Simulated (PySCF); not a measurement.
C₃H₇FMg, SMILES C[CH](C)[Mg][F]. Geometry optimised at PBE0-D3(BJ)/def2-SVP. The structure was generated by enumeration; whether it is a known compound was not checked. The values are those of a single conformer.

Give the equilibrium geometry at PBE0-D3(BJ)/def2-SVP (PySCF confirms it by a frequency run) as bond lengths and angles, and its point group. (An estimate is asked for; the answer gives what the named calculation found.)

Several could match; the one computed here: point group Cs.
Atoms: Mg1 F2 C3 C4 C5 H6 H7 H8 H9 H10 H11 H12. Bonds (Å): Mg1–F2 1.768, Mg1–C3 2.109, C3–C4 1.529, C3–C5 1.529, C3–H6 1.107, C4–H7 1.108, C4–H8 1.104, C4–H9 1.103, C5–H10 1.103, C5–H11 1.108, C5–H12 1.104. Bond angles (°): F2–Mg1–C3 179.8, Mg1–C3–C4 112.2, Mg1–C3–C5 112.2, Mg1–C3–H6 105.3, C4–C3–C5 111.2, C4–C3–H6 107.8, C5–C3–H6 107.8, C3–C4–H7 111.5, C3–C4–H8 112.2, C3–C4–H9 112.8, H7–C4–H8 106.1, H7–C4–H9 106.7, H8–C4–H9 107.0, C3–C5–H10 112.8, C3–C5–H11 111.5, C3–C5–H12 112.2, H10–C5–H11 106.7, H10–C5–H12 107.0, H11–C5–H12 106.1.
